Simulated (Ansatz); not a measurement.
difluoromethyl(fluoro)silane (CH₃F₃Si), SMILES F[SiH2]C(F)F.

Geometry optimised at PBE-D3(BJ)/def2-SVP. One conformer was computed; it need not be the lowest.

Two levels are set side by side: PBE/def2-SVPD (Ansatz, a first-principles code) and CAM-B3LYP/def2-SVPD (Ansatz). Energy differences of separate SCF runs at the same geometry; the states with an electron removed or added have multiplicity 2 and 2. Differences are taken from unrounded values.

```csv
quantity,CAM-B3LYP
vertical ionisation energy (eV),11.71
vertical singlet–triplet gap (eV),7.00
```

Task: What does PBE give, and how far is it from CAM-B3LYP? (Estimate from the structure and the level; the computed values follow.)

Result: 
| quantity | PBE | PBE minus CAM-B3LYP |
|---|---|---|
| vertical ionisation energy (eV) | 10.93 | -0.77 |
| vertical singlet–triplet gap (eV) | 6.06 | -0.94 |
